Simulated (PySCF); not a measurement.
C$_{4}$H$_{3}$O (SMILES [c]1ccoc1), doublet, at a GFN2-xTB geometry; B3LYP/STO-3G in PySCF.

Input for PySCF:
```python
from pyscf import gto, scf, dft

mol = gto.M(
    atom='''
O     0.00320980    0.03712410    1.10077705
C    -0.00470459    1.13278412    0.30613156
C     0.00607725   -1.03890390    0.29073263
C    -0.00668530    0.73246643   -0.98335742
C     0.00019942   -0.67268721   -1.02298200
H    -0.00805670    2.09460371    0.77436666
H     0.01233026   -2.00397519    0.75783522
H     0.00072736   -1.30957797   -1.88156691
''',
    basis='sto-3g',
    spin=1,
    verbose=4,
)

mf = dft.UKS(mol)
mf.xc = 'b3lyp'
mf.kernel()
mo_i, mo_e, stable_i, stable_e = mf.stability(internal=True, external=False, return_status=True, nroots=6, tol=1e-6)
print('internally stable:', stable_i, ' externally stable:', stable_e)
if not stable_i:
    umf = mf.copy()
    umf.scf_summary = {}
    umf.kernel(umf.make_rdm1(mo_i, mf.mo_occ))
```

It wrote (shortened):

```
PySCF version 2.14.0

[INPUT] verbose = 4
[INPUT] num. atoms = 8
[INPUT] num. electrons = 35
[INPUT] charge = 0
[INPUT] spin (= nelec alpha-beta = 2S) = 1
[INPUT] symmetry False subgroup None
[INPUT] Mole.unit = angstrom
[INPUT] Symbol           X                Y                Z      unit          X                Y                Z       unit  Magmom
[INPUT]  1 O      0.003209800000   0.037124100000   1.100777050000 AA    0.006065642915   0.070154381621   2.080167148707 Bohr   0.0
[INPUT]  2 C     -0.004704590000   1.132784120000   0.306131560000 AA   -0.008890386628   2.140651745056   0.578504806486 Bohr   0.0
[INPUT]  3 C      0.006077250000  -1.038903900000   0.290732630000 AA    0.011484338091  -1.963243840743   0.549405046175 Bohr   0.0
[INPUT]  4 C     -0.006685300000   0.732466430000  -0.983357420000 AA   -0.012633386061   1.384160948138  -1.858276206359 Bohr   0.0
[INPUT]  5 C      0.000199420000  -0.672687210000  -1.022982000000 AA    0.000376849184  -1.271194594398  -1.933155810360 Bohr   0.0
[INPUT]  6 H     -0.008056700000   2.094603710000   0.774366660000 AA   -0.015224956468   3.958227351398   1.463340907394 Bohr   0.0
[INPUT]  7 H      0.012330260000  -2.003975190000   0.757835220000 AA    0.023300814445  -3.786964269523   1.432101013350 Bohr   0.0
[INPUT]  8 H      0.000727360000  -1.309577970000  -1.881566910000 AA    0.001374511194  -2.474743702064  -3.555646144944 Bohr   0.0

nuclear repulsion = 153.517578692494
number of shells = 18
number of NR pGTOs = 84
number of NR cGTOs = 28
basis = sto-3g
ecp = {}

******** <class 'pyscf.dft.uks.UKS'> ********
method = UKS
initial guess = minao
damping factor = 0
level_shift factor = 0
DIIS = <class 'pyscf.scf.diis.CDIIS'>
diis_start_cycle = 1
diis_space = 8
diis_damp = 0
SCF conv_tol = 1e-09
SCF conv_tol_grad = None
SCF max_cycles = 50
direct_scf = True
direct_scf_tol = 1e-13
number electrons alpha = 18  beta = 17
XC library pyscf.dft.libxc version 7.1.2
    S. Lehtola, C. Steigemann, M. J. T. Oliveira, and M. A. L. Marques,  SoftwareX 7, 1–5 (2018)
XC functionals = b3lyp
    P. J. Stephens, F. J. Devlin, C. F. Chabalowski, and M. J. Frisch,  J. Phys. Chem. 98, 11623 (1994)
radial grids:
    Treutler-Ahlrichs [JCP 102, 346 (1995); DOI:10.1063/1.469408] (M4) radial grids

becke partition: Becke, JCP 88, 2547 (1988); DOI:10.1063/1.454033
pruning grids: <function nwchem_prune>
grids dens level: 3
symmetrized grids: False
atomic radii adjust function: <function treutler_atomic_radii_adjust>
small_rho_cutoff = 0
Set gradient conv threshold to 3.16228e-05
tot grids = 99984
init E= -227.528501535651

cycle= 1 E= -226.347979801683  delta_E= 1.18  |g|= 0.213  |ddm|= 3.01
cycle= 2 E= -226.333021054572  delta_E= 0.015  |g|= 0.298  |ddm|= 0.615
cycle= 3 E= -226.380969200842  delta_E= -0.0479  |g|= 0.0397  |ddm|= 0.346
cycle= 4 E= -226.381411423767  delta_E= -0.000442  |g|= 0.0327  |ddm|= 0.094
cycle= 5 E= -226.382160030476  delta_E= -0.000749  |g|= 0.0037  |ddm|= 0.0459
cycle= 6 E= -226.382195202466  delta_E= -3.52e-05  |g|= 0.00228  |ddm|= 0.0138
cycle= 7 E= -226.382206450227  delta_E= -1.12e-05  |g|= 0.00176  |ddm|= 0.0085
cycle= 8 E= -226.382212825842  delta_E= -6.38e-06  |g|= 0.000504  |ddm|= 0.00686
cycle= 9 E= -226.382214027271  delta_E= -1.2e-06  |g|= 0.000142  |ddm|= 0.00388
cycle= 10 E= -226.382214137239  delta_E= -1.1e-07  |g|= 4.71e-05  |ddm|= 0.00123
cycle= 11 E= -226.382214143943  delta_E= -6.7e-09  |g|= 3.64e-05  |ddm|= 0.00028
cycle= 12 E= -226.382214145063  delta_E= -1.12e-09  |g|= 1.37e-05  |ddm|= 7.78e-05
cycle= 13 E= -226.382214145196  delta_E= -1.33e-10  |g|= 1.06e-05  |ddm|= 3.72e-05
Extra cycle  E= -226.382214145049  delta_E= 1.47e-10  |g|= 1.9e-05  |ddm|= 3.71e-05
converged SCF energy = -226.382214145049  <S^2> = 0.75852417  2S+1 = 2.0085061
uhf_internal: lowest eigs of H = [0.17503075 0.22645981 0.26934994 0.36434825 0.43983049 0.4520711 ]
<class 'pyscf.dft.uks.UKS'> wavefunction is stable in the internal stability analysis
internally stable: True  externally stable: None
```
